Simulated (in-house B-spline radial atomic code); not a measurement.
Computed with a B-spline radial atomic code. Model: two electrons, singlet ground state, non-relativistic, full CI in B-splines with partial waves to l = 8 (at full coupling up to 3e-4 hartree above the limit, correlation up to 0.6 % small), density held at that of full coupling by Lieb maximisation.

Along the adiabatic connection the electron repulsion is scaled by a coupling λ while a local potential keeps the density fixed. At λ = 0 the system is the Kohn-Sham one and W equals the exchange energy; the exchange-correlation energy is the area under W between 0 and 1. The kinetic energy rises with λ as the electrons avoid each other, with dT/dλ = −λ dW/dλ.

Command:
```bash
python run_ac.py task.json out
```
Settings (lengths in bohr, energies in hartree):
```
potential              coulomb
strength               0.5
lmax                   8
wall_radius            1.4
```

Run time, properties included: 3.9 s on 1 thread of Intel(R) Xeon(R) Processor @ 2.30GHz (shared host).

**W = mean repulsion less Hartree energy, and W of three functionals.**

Given: confinement point charge; nuclear charge 0.5; hard wall radius 1.4 bohr; external potential -Z/r.

Computed: PBE exchange minus exact 57.65 millihartree; SCAN exchange minus exact -7.0491 millihartree.

```csv
coupling,W xc (hartree),W xc minus exchange (millihartree),kinetic minus Kohn-Sham (millihartree),LDA (PW92) W minus its exchange (millihartree),PBE W minus its exchange (millihartree),SCAN W minus its exchange (millihartree)
0,-1.2987,0,0,0,0,0
0.02,-1.3009,-2.131,0,-12.69,-3.58,-1.95
0.05,-1.304,-5.295,0.1,-26.23,-8.81,-4.81
0.12,-1.3113,-12.538,0.7,-50.77,-20.4,-11.31
0.25,-1.3242,-25.481,3.1,-85.6,-40.01,-22.83
0.4,-1.3384,-39.639,7.7,-117.49,-60.26,-35.39
0.6,-1.356,-57.313,16.5,-152.4,-84.3,-51.09
0.8,?,?,?,?,?,?
1,-1.3877,-88.979,41.7,-207.42,-125.17,-79.55
1.4,-1.4152,-116.43,74.5,-250.71,-159.29,-104.75
2,-1.45,-151.24,133.4,-302.43,-201.79,-137.68
3,-1.4952,-196.51,245.4,-367.38,-257.27,-182.7
4.5,?,?,?,?,?,?
7,-1.5952,-296.48,715.9,-513.58,-388.06,-293.12
10,-1.6335,-334.8,1037.2,-574.28,-444.01,-339.18
```

Task: What belongs in the row 0.8?

Result: W xc (hartree): -1.3724; W xc minus exchange (millihartree): -73.722; kinetic minus Kohn-Sham (millihartree): 28; LDA (PW92) W minus its exchange (millihartree): -181.81; PBE W minus its exchange (millihartree): -105.75; SCAN W minus its exchange (millihartree): -65.77.

Task: What belongs in the row 4.5?

Result: W xc (hartree): -1.5436; W xc minus exchange (millihartree): -244.84; kinetic minus Kohn-Sham (millihartree): 424.3; LDA (PW92) W minus its exchange (millihartree): -436.65; PBE W minus its exchange (millihartree): -318.4; SCAN W minus its exchange (millihartree): -234.06.

Task: What is the LDA exchange minus exact?

Result: 178.88 millihartree.

**Energy parts, natural occupations and partial-wave weights.**

Computed: total energy 4.5040 hartree; exchange energy -1.2987 hartree; kinetic part of the DFT correlation energy 0.041718 hartree; kinetic part over minus potential part 0.46886; Hartree energy 2.5975 hartree; Kohn-Sham kinetic 5.0541 hartree; Lieb Oxford ratio E_xc over LDA exchange 1.2019.

```json
{"natural": "s", "occupation of the shell (electrons)": "1.988"}
{"natural": "p", "occupation of the shell (electrons)": "?"}
{"natural": "d", "occupation of the shell (electrons)": "0.00044902"}
{"natural": "s", "occupation of the shell (electrons)": "0.00038178"}
{"natural": "p", "occupation of the shell (electrons)": "6.0963e-05"}
{"natural": "f", "occupation of the shell (electrons)": "5.8384e-05"}
```

Task: What belongs in the row p?

Result: occupation of the shell (electrons): 0.010972.

```json
{"wave": "s", "weight": "0.99421"}
{"wave": "p", "weight": "0.0055181"}
{"wave": "d", "weight": "?"}
{"wave": "f", "weight": "3.1304e-05"}
{"wave": "g", "weight": "7.1482e-06"}
```

Task: What belongs in the row d?

Result: weight: 0.00023182.

Task: What is the initial slope twice GL2?

Result: -0.10696 hartree.

Task: What is the correlation energy?

Result: -0.047261 hartree.

Half-way to full coupling W has made 54 % of its drop, against 50 % for a straight line, and second-order (GL2) theory, half the initial slope, overshoots the correlation energy by about 13 %: a moderate bend, as in light atoms. Over couplings 0 to 1 the errors in E_xc come to about +99 millihartree for LDA, +36 millihartree for PBE, -2.0 millihartree for SCAN, so SCAN is nearest. In LDA and PBE and SCAN the errors of exchange and correlation have opposite signs, so the sum is smaller than the larger of the two.
